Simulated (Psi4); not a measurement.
benzonitrile (C7H5N), singlet, at a GFN2-xTB geometry, with bond 12-7 at 2.0 times its length; HF/STO-3G in Psi4.

The Psi4 input:
```
memory 2 GB

molecule mol {
0 1
  N     3.119550    0.555099    0.020989
  C     1.990922    0.354269    0.013396
  C     0.598413    0.106483    0.004026
  C    -0.297591    1.172263    0.091701
  C    -1.656572    0.922704    0.081966
  C    -2.125845   -0.378277   -0.014303
  C    -1.235393   -1.437306   -0.101424
  C     0.126265   -1.202749   -0.092854
  H     0.079333    2.181717    0.166310
  H    -2.353095    1.745007    0.149647
  H    -3.188909   -0.567441   -0.021456
  H    -1.973746   -3.461178   -0.251128
  H     0.829201   -2.020051   -0.160197
}

set basis sto-3g
set reference rhf
set guess sapgau

energy('scf')
print_variables()
```

What the program printed (banner, timings and long lists left out):

```
   => Loading Basis Set <=

    Name: STO-3G
    Role: ORBITAL
    Keyword: BASIS

         ---------------------------------------------------------
                                   SCF
               by Justin Turney, Rob Parrish, Andy Simmonett
                          and Daniel G. A. Smith
                              RHF Reference
         ---------------------------------------------------------

  ==> Geometry <==

    Molecular point group: c1
    Full point group: C1

    Geometry (in Angstrom), charge = 0, multiplicity = 1:

       Center              X                  Y                   Z               Mass
    ------------   -----------------  -----------------  -----------------  -----------------
         N            3.063002683662     0.554291698898     0.021316357447    14.003074004430
         C            1.934374683662     0.353461698898     0.013723357447    12.000000000000
         C            0.541865683662     0.105675698898     0.004353357447    12.000000000000
         C           -0.354138316338     1.171455698898     0.092028357447    12.000000000000
         C           -1.713119316338     0.921896698898     0.082293357447    12.000000000000
         C           -2.182392316338    -0.379084301102    -0.013975642553    12.000000000000
         C           -1.291940316338    -1.438113301102    -0.101096642553    12.000000000000
         C            0.069717683662    -1.203556301102    -0.092526642553    12.000000000000
         H            0.022785683662     2.180909698898     0.166637357447     1.007825032230
         H           -2.409642316338     1.744199698898     0.149974357447     1.007825032230
         H           -3.245456316338    -0.568248301102    -0.021128642553     1.007825032230
         H           -2.030293316338    -3.461985301102    -0.250800642553     1.007825032230
         H            0.772653683662    -2.020858301102    -0.159869642553     1.007825032230

  Running in c1 symmetry.

  Rotational constants: A =      0.18110  B =      0.05213  C =      0.04048 [cm^-1]
  Rotational constants: A =   5429.37117  B =   1562.83231  C =   1213.52256 [MHz]
  Nuclear repulsion =  298.526261337511073

  Charge       = 0
  Multiplicity = 1
  Electrons    = 54
  Nalpha       = 27
  Nbeta        = 27

  ==> Algorithm <==

  SCF Algorithm Type is DF.
  DIIS enabled.
  MOM disabled.
  Fractional occupation disabled.
  Guess Type is SAPGAU.
  Energy threshold   = 1.00e-06
  Density threshold  = 1.00e-06
  Integral threshold = 1.00e-12

  ==> Primary Basis <==

  Basis Set: STO-3G
    Blend: STO-3G
    Number of shells: 29
    Number of basis functions: 45
    Number of Cartesian functions: 45
    Spherical Harmonics?: true
    Max angular momentum: 1

   => Loading Basis Set <=

    Name: (STO-3G AUX)
    Role: JKFIT
    Keyword: DF_BASIS_SCF

   => Loading Basis Set <=

    Name: SAP_HELFEM_LARGE
    Role: ORBITAL
    Keyword: SAPGAU_BASIS

  ==> Integral Setup <==

  SCF_SUBTYPE=INCORE selected. In-core MEM_DF algorithm will be used.
  Using in-core AOs.

  ==> MemDFJK: Density-Fitted J/K Matrices <==

    J tasked:                   Yes
    K tasked:                   Yes
    wK tasked:                   No
    Algorithm:                 Core
    Schwarz Cutoff:           1E-12
    Mask sparsity (%):       2.2716
    Fitting Condition:        1E-10

   => Auxiliary Basis Set <=

  Basis Set: (STO-3G AUX)
    Blend: DEF2-UNIVERSAL-JKFIT
    Number of shells: 230
    Number of basis functions: 692
    Number of Cartesian functions: 816
    Spherical Harmonics?: true
    Max angular momentum: 4

  Minimum eigenvalue in the overlap matrix is 1.4746581677E-01.
  Reciprocal condition number of the overlap matrix is 5.7867742847E-02.
    Using symmetric orthogonalization.

  ==> Pre-Iterations <==

  SCF Guess: Superposition of Atomic Potentials (doi:10.1021/acs.jctc.8b01089).
  Using error function fits of the atomic potentials (doi:10.1063/5.0004046).

   -------------------------------------------------------
    Irrep   Nso     Nmo     Nalpha   Nbeta   Ndocc  Nsocc
   -------------------------------------------------------
     A         45      45      27      27      27       0
   -------------------------------------------------------
    Total      45      45      27      27      27       0
   -------------------------------------------------------

  ==> Iterations <==

                           Total Energy        Delta E     RMS |[F,P]|

   @DF-RHF iter   1:  -317.41901743802373   -3.17419e+02   1.94657e-02 ADIIS/DIIS
   @DF-RHF iter   2:  -317.84293584054080   -4.23918e-01   1.39000e-02 ADIIS/DIIS
   @DF-RHF iter   3:  -318.15020927986859   -3.07273e-01   3.56271e-03 ADIIS/DIIS
   @DF-RHF iter   4:  -318.16762554000081   -1.74163e-02   6.57061e-04 ADIIS/DIIS
   @DF-RHF iter   5:  -318.16856976825107   -9.44228e-04   1.81592e-04 ADIIS/DIIS
   @DF-RHF iter   6:  -318.16863461063781   -6.48424e-05   8.71081e-05 DIIS
   @DF-RHF iter   7:  -318.16865045851034   -1.58479e-05   3.01596e-05 DIIS
   @DF-RHF iter   8:  -318.16865293353010   -2.47502e-06   1.33016e-05 DIIS
   @DF-RHF iter   9:  -318.16865374573467   -8.12205e-07   4.78315e-06 DIIS
   @DF-RHF iter  10:  -318.16865383771767   -9.19830e-08   1.41311e-06 DIIS
   @DF-RHF iter  11:  -318.16865384368560   -5.96793e-09   5.07785e-07 DIIS
  Energy and wave function converged.

  ==> Post-Iterations <==

    Orbital Energies [Eh]
    ---------------------

    Doubly Occupied:

       1A    -15.354705     2A    -11.094812     3A    -11.068556
       4A    -11.067175     5A    -11.066702     6A    -11.063256
       7A    -11.062594     8A    -11.059886     9A     -1.177603
      10A     -1.127596    11A     -1.002852    12A     -0.980715
      13A     -0.825913    14A     -0.789113    15A     -0.690240
      16A     -0.640650    17A     -0.598265    18A     -0.576235
      19A     -0.517378    20A     -0.514175    21A     -0.488042
      22A     -0.461188    23A     -0.433773    24A     -0.416532
      25A     -0.311217    26A     -0.298765    27A     -0.290006

    Virtual:

      28A      0.129440    29A      0.199787    30A      0.247615
      31A      0.363223    32A      0.399556    33A      0.518412
      34A      0.562906    35A      0.616497    36A      0.665717
      37A      0.687131    38A      0.722171    39A      0.817333
      40A      0.850796    41A      0.872636    42A      0.886139
      43A      1.074597    44A      1.096438    45A      1.396291

    Final Occupation by Irrep:
              A
    DOCC [    27 ]
    NA   [    27 ]
    NB   [    27 ]

  @DF-RHF Final Energy:  -318.16865384368560

   => Energetics <=

    Nuclear Repulsion Energy =            298.5262613375110732
    One-Electron Energy =               -1023.4337956738783078
    Two-Electron Energy =                 406.7388804926816306
    Total Energy =                       -318.1686538436856040

Computation Completed

Properties will be evaluated at   0.000000,   0.000000,   0.000000 [a0]

Properties computed using the SCF density matrix

 Multipole Moments:

 ------------------------------------------------------------------------------------
     Multipole            Electronic (a.u.)      Nuclear  (a.u.)        Total (a.u.)
 ------------------------------------------------------------------------------------

 L = 1.  Multiply by 2.5417464519 to convert [e a0] to [Debye]
 Dipole X            :          5.1210639           -6.4680168           -1.3469529
 Dipole Y            :          1.8525692           -1.9946537           -0.1420845
 Dipole Z            :          0.1064479           -0.1080464           -0.0015985
 Magnitude           :                                                    1.3544270

 ------------------------------------------------------------------------------------

  Variable Map:
  ----------------------------------------------------------------------------
  "CURRENT ENERGY"           =>    -318.168653843686
  "CURRENT REFERENCE ENERGY" =>    -318.168653843686
  "DD SOLVATION ENERGY"      =>       0.000000000000
  "HF KINETIC ENERGY"        =>     315.852489533215
  "HF POTENTIAL ENERGY"      =>    -634.021143376900
  "HF TOTAL ENERGY"          =>    -318.168653843686
  "HF VIRIAL RATIO"          =>       2.007333057004
  "NUCLEAR REPULSION ENERGY" =>     298.526261337511
  "ONE-ELECTRON ENERGY"      =>   -1023.433795673878
  "PCM POLARIZATION ENERGY"  =>       0.000000000000
  "PE ENERGY"                =>       0.000000000000
  "SCF ITERATION ENERGY"     =>    -318.168653843686
  "SCF ITERATIONS"           =>      11.000000000000
  "SCF TOTAL ENERGY"         =>    -318.168653843686
  "TWO-ELECTRON ENERGY"      =>     406.738880492682

  Array Variable Map:
  ----------------------------------------------------------------------------
  "CURRENT DIPOLE"           =>      -1.346952872082 ... -0.001598485354 1 by 3
  "SCF DIPOLE"               =>      -1.346952872082 ... -0.001598485354 1 by 3
  "SCF TOTAL ENERGIES"       =>    -317.419017438024 ... -318.168653843686 1 by 11
```
